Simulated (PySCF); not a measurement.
HISi, neutral, multiplicity 1. Atoms are numbered in the order given.

```xyz
3

Si     0.1069    -1.9148     0.0000
H     -1.4117    -2.0626     0.0000
I     -0.0016     0.5447     0.0000
```

Geometry optimised at PBE0-D3(BJ)/def2-TZVP. The def2 effective core potentials stand for the cores of I; spin–orbit coupling is left out.

Vertical ionisation energy (IE) and electron affinity (EA) in eV. Rows of orbital energies are one-electron estimates. Where ΔSCF, EOM or ADC give a negative EA the extra electron is unbound and the value depends on the basis.

| level | IE | EA |
|---|---|---|
| −ε(HOMO), −ε(LUMO), PBE0/def2-TZVPD (PySCF) | [?] | [?] |
| −ε(HOMO), −ε(LUMO), CAM-B3LYP/def2-TZVPD (PySCF) | 8.05 | 2.12 |

Problem. Complete the blanks. (Estimate from the structure and the level; the computed values follow.)

Solution. 
- −ε(HOMO), −ε(LUMO), PBE0/def2-TZVPD (PySCF), IE: 6.84
- −ε(HOMO), −ε(LUMO), PBE0/def2-TZVPD (PySCF), EA: 3.20
